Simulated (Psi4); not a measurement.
C₂F₄ (SMILES FC(F)=C(F)F), singlet, at a GFN2-xTB geometry. Base run: Psi4 1.11 with HF/STO-3G.

Psi4 was given this input:
```
memory 2 GB

molecule {
0 1
  C    -0.00105308    0.00248000    0.66437482
  C     0.00105308   -0.00248000   -0.66437482
  F     0.00273819    1.10118120    1.39657234
  F    -0.00717847   -1.09072435    1.40473865
  F     0.00717847    1.09072435   -1.40473865
  F    -0.00273819   -1.10118120   -1.39657234
}

set basis sto-3g

energy('scf')
print_variables()
```

Variants of this job, named by their change:

```tsv
change	ΔE vs base (µEh)	SCF cycles	basis functions
base	0.0	7	30
scf_type = pk	513	7	30
guess = modhuckel	0.0	9	30
basis_guess = sto-3g	0.0	1	30
guess = gwh	0.0	8	30
scf_type = mem_df	0.0	7	30
ints_tolerance = 1e-8	0.0	7	30
scf_type = out_of_core	513	7	30
df_basis_scf = def2-universal-jkfit	0.0	7	30
scf_type = cd	1082	7	30
level_shift = 1.0	0.0	7	30
diis_max_vecs = 15	0.0	7	30
e_convergence = 1e-8	0.0	7	30
```
